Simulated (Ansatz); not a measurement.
Geometry optimisation, RKS BHLYP/def2-SVP in Ansatz 0.2.0.

The input (input.yaml):

```yaml
crystal:
  periodic: [false, false, false]
  atoms:
    - { symbol: Si, position_ang: [-0.9224, -1.1121, -0.24] }
    - { symbol: Cl, position_ang: [0.7674, -2.0997, -0.8558] }
    - { symbol: Cl, position_ang: [-1.5098, -0.0099, -1.8674] }
    - { symbol: H, position_ang: [-0.612, -0.1911, 0.9819] }
    - { symbol: C, position_ang: [0.3821, 0.6665, 0.5255] }
    - { symbol: H, position_ang: [0.7766, 0.6316, -0.4779] }
    - { symbol: H, position_ang: [-0.0642, 1.6389, 0.7012] }
    - { symbol: H, position_ang: [1.1823, 0.4757, 1.2325] }
basis:
  gaussian: { orbitals: def2-SVP }
hamiltonian:
  xc: { name: BHLYP }
relax:
  f_tol: 0.15
  max_steps: 25
  restrain:
    - { distance: [0, 3], at: 1.42, k: 30.0 }
    - { distance: [0, 4], at: 1.87, k: 30.0 }
    - { distance: [3, 4], at: 2.37, k: 30.0 }
output:
  orbitals: {}
```

Command:

```bash
$ ansatz run input.yaml --threads 2 --pin off --max-ram 3072MiB --backend cpu --events-out ev --progress --plain --runs-dir out
```

Where does it end, and by what steps?

The forces met the threshold. The restraints hold the end off the free minimum. After 9 steps the energy has fallen by 3.051 eV (the restraints' own energy left out); H4 moved furthest, 0.77 Å.

```tsv
step	energy less start (eV)	largest force component (eV/Å)	accepted
0	0.0000	2.154	yes
1	0.6965	2.745	yes
2	0.5555	3.128	yes
3	-0.6718	3.288	yes
4	-2.0896	1.607	yes
5	-2.7852	1.577	yes
6	-3.0091	1.325	yes
7	-3.0538	1.130	yes
8	-3.0524	1.062	yes
9	-3.0513	1.067	yes
```

```xyz
8
Properties=species:S:1:pos:R:3
Si -0.499 -0.645 -0.216
Cl 0.532 -2.351 -0.706
Cl -1.808 -0.196 -1.732
H -1.145 -0.744 1.052
C 0.579 0.766 0.287
H 1.274 1.167 -0.454
H -0.086 1.572 0.612
H 1.153 0.430 1.157
```

The run took 13 s on 2 threads of Intel(R) Xeon(R) 6975P-C (Granite Rapids), with other jobs on the host, peak memory 0.2 GiB.
